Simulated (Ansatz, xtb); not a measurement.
**C7H7Br: which of two isomers lies lower**

Structure X: `Cc1ccc(Br)cc1`, a singlet. Structure Y: `Cc1cccc(Br)c1`, a singlet. Both are isolated molecules in the gas phase, relaxed with B3LYP-D3(BJ)/def2-SVP.

Quicker runs give these differences E(Y) − E(X): GFN2-xTB −0.005 eV; HF/STO-3G 0.000 eV (at GFN2-xTB geometries); r2SCAN-D4/def2-SVP −0.009 eV (at GFN2-xTB geometries).

**Question.** Estimate E(Y) − E(X) at the level CCSD(T)/def2-SVP + ΔMP2/def2-TZVPP.

**Answer.** CCSD(T)/def2-SVP + ΔMP2/def2-TZVPP gives E(Y) − E(X) = −0.009 eV, slightly favouring structure Y, which is too small a margin to settle the true order.

The same difference at several levels:

| level | geometry | E(Y) − E(X) (eV) | departure from the last row (eV) | job, with rough time for the two |
| --- | --- | --- | --- | --- |
| GFN2-xTB | GFN2-xTB | −0.005 | +0.005 | optimisation, 0.12 s |
| HF/STO-3G | GFN2-xTB | 0.000 | +0.009 | single point, 0.92 s |
| r2SCAN-D4/def2-SVP | GFN2-xTB | −0.009 | 0.000 | single point, 10 s |
| B3LYP-D3(BJ)/def2-SVP | B3LYP-D3(BJ)/def2-SVP | −0.006 | +0.004 | optimisation, 72 s |
| HF/def2-SVP | B3LYP-D3(BJ)/def2-SVP | −0.002 | +0.007 | part of the CCSD(T) run |
| MP2/def2-SVP | B3LYP-D3(BJ)/def2-SVP | −0.009 | 0.000 | part of the CCSD(T) run |
| CCSD(T)/def2-SVP | B3LYP-D3(BJ)/def2-SVP | −0.007 | +0.003 | single point |
| CCSD(T)/def2-SVP + ΔMP2/def2-TZVPP | B3LYP-D3(BJ)/def2-SVP | −0.009 |  | single point, 5.8 min |

As drawn, both hold the same kinds of bond in the same numbers.

The largest departure from CCSD(T)/def2-SVP + ΔMP2/def2-TZVPP is that of HF/STO-3G, 0.009 eV. The last row adds to CCSD(T) the change of the MP2 difference between the two basis sets, here −0.003 eV.

With thermal terms from frequencies at re-optimised GFN2-xTB minima (ideal gas, soft modes damped towards free rotors, one conformer each, 298.15 K, 1 atm): the zero-point term adds 0.000 eV; ΔH is −0.009 and ΔG −0.011 eV.

The correlated steps freeze 16 core orbitals; the filled d shell of Br is correlated, in a basis made for valence electrons. Programs: Ansatz 0.2.0, xtb 6.7.1; the last row on 2 threads of Arm Neoverse V2 on a shared host.
